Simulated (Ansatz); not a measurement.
ClH$_{2}$Sb (`[Cl][SbH2]`) at its PBE0-D4/def2-TZVP geometry, where that method's forces vanish. Total charge 0; spin multiplicity 1. Sb takes the def2 core potential.

```xyz
4

Cl    0.8405   -1.7354    0.0322
Sb    0.2271    0.4660    0.6042
H    -1.4471    0.2048    0.3567
H     0.3796    1.0645   -0.9930
```

Question: What forces (eV/Å) does ωB97M-V/def2-TZVPP give on these atoms in Ansatz? (Best estimate.)

Answer: Ansatz gave: 
```
Cl1 -0.005  0.014  0.003
Sb2 -0.150  0.022 -0.189
H3   0.155  0.019  0.036
H4  -0.001 -0.055  0.150
```
